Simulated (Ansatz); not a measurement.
Stretching the Si3–H4 bond in H4PbSi (SMILES [SiH3][PbH]) (multiplicity 1 held, fragments rigid). Energies count from the point at 1.489 Å.
Geometry at that point (charge 0, multiplicity 1):
```
atom    x (Å)    y (Å)    z (Å)
----  -------  -------  -------
Pb     0.0126   0.3548   0.3307
H     -0.4305   1.4750  -1.0801
Si    -0.0332  -1.7270  -1.4655
H      0.9531  -1.4987  -2.5576
H     -1.3757  -1.8428  -2.0994
H      0.2809  -3.0511  -0.8638
```

Restricted levels (R-, RO-) in cc, def2 and unpolarised 6-31G sets keep to the state of the molecule at rest. Unrestricted levels (U-) break spin symmetry where that is lower. Active spaces are followed from a long bond inwards. Curves can end on different states.

Correlated levels freeze the cores. Filled d and f shells under p-block atoms count as core.

Codes used: Ansatz (a quantum-chemistry and plane-wave program). Values without a source in brackets are computed. In def2 rows elements past Kr take small-core potentials, without spin–orbit coupling.

### Question
Predict the energy at R = 4.765 Å from U-CCSD(T)/def2-SVP.

### Answer
346 kJ/mol

### Question
Estimate the energy at R = 4.765 Å that FIC-MRCISD+Q on CASSCF(2,2)/def2-SVP returns for this input.

### Answer
350 kJ/mol

### Question
Predict the energy at R = 4.765 Å from R-MP2/def2-SVP.

### Answer
478 kJ/mol

Doubts at one or more of the structures used: a restricted determinant that unrestricted orbitals would lower (R-MP2/def2-SVP); a spin-contaminated determinant (U-CCSD(T)/def2-SVP).
